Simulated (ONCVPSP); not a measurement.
**What the settings do to the ONCV potential of boron (B)**

Base potential:

```
Element                 : B (Z = 5)
Generator               : ONCVPSP 4.0.1
Type                    : optimised norm-conserving Vanderbilt (ONCV)
Functional              : PBE
Relativity              : scalar-relativistic
Frozen core             : [He]
Valence charge          : 3
Reference configuration : 2s2 2p1
Partial waves           : 2s: rc 1.40 bohr, ncon 5, nbas 10, qcut 4 1/bohr, 2 projectors, debl 2.8 Ha; 2p: rc 3.25 bohr, ncon 4, nbas 7, qcut 5.2 1/bohr, 2 projectors, debl 0.5 Ha
Local potential         : polynomial inside 1.20 bohr (lpopt 5, dvloc0 0 Ha)
Core correction         : none
```

Cutoffs, loose and tight: the cutoffs (Ha) at which the residual kinetic energy of the hardest occupied pseudo-wave falls to 1 and 0.1 mHa per electron. They do not see the model core or the augmentation charge, which bear on the density cutoff. Test errors are all-electron minus pseudo excitation energies from the reference, over the configurations 2s2 2p0; 2s1 2p0; 2s2 2p0.5; 2s0 2p3. A dash means not determined; rows that change the core or the reference have their own tests.

```csv
change,outcome,"cutoff, loose","cutoff, tight",bound ghosts,GHOST(+) flags above zero,largest test error (meV)
base,generated,21 Ha,128 Ha,none,none,+278
s: debl 1.75,generated,21 Ha,128 Ha,none,none,+278
s: nbas 9,generated,22 Ha,95 Ha,none,none,+278
p: nproj 1,generated,21 Ha,128 Ha,none,none,+278
"local potential polynomial inside 1.20 bohr (lpopt 5, dvloc0 2.5 Ha)",generated,21 Ha,128 Ha,none,none,+278
"all radii scaled by about 0.89 (s 1.24, p 2.90 bohr); local potential polynomial inside 1.06 bohr (lpopt 5, dvloc0 0 Ha)",generated,21 Ha,111 Ha,none,none,+221
p: rc 4.32,generated,21 Ha,128 Ha,none,none,+590
p: qcut 3.1,generated,21 Ha,128 Ha,none,none,+542
s: rc 1.74,generated,8.7 Ha,76 Ha,none,none,+266
```

What comes out with this change to the base: p: qcut 6.4?

outcome: generated; cutoff, loose: 21 Ha; cutoff, tight: 128 Ha; bound ghosts: none; GHOST(+) flags above zero: none; largest test error (meV): +248.
